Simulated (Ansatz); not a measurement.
Calculated with Ansatz (gas phase, PBE0-D4/def2-TZVP geometries, no zero-point term in ΔE). CBS: MP2 limit from def2 TZ/QZ plus the TZ coupled-cluster correction, frozen cores. This one scheme is used for every species. Functionals use def2-TZVPP. One conformer a species, not always the lowest.

Reaction (hydrogenolysis of a B–C bond): `CB(S)S` + H₂ → `SBS` + CH₄

| level | ΔE (eV) |
| --- | --- |
| B2PLYP | -0.32 |
| PBE0 | -0.29 |
| CCSD/def2-TZVPP | -0.30 |
| MP2/def2-QZVPP | -0.19 |

Q: What does CCSD(T)/CBS give? (Best estimate.)

A: Ansatz gave: -0.23 eV. The listed levels differ from it by -0.09, -0.06, -0.07, 0.04 eV.

Largest T1 diagnostic among the species: 0.014.

In def2-TZVPP, CCSD(T) changes the Hartree–Fock value by +0.21 eV (the triples alone add +0.04 eV) and MP2 by +0.27 eV. The D4 term adds +0.10 eV with B3LYP and +0.06 eV with PBE0; it sums over pairs of atoms, weighted by their polarisabilities, and B3LYP, whose exchange is more repulsive, gets the larger term.

B3LYP here is the variant with VWN-RPA as its local correlation; programs differ in this.
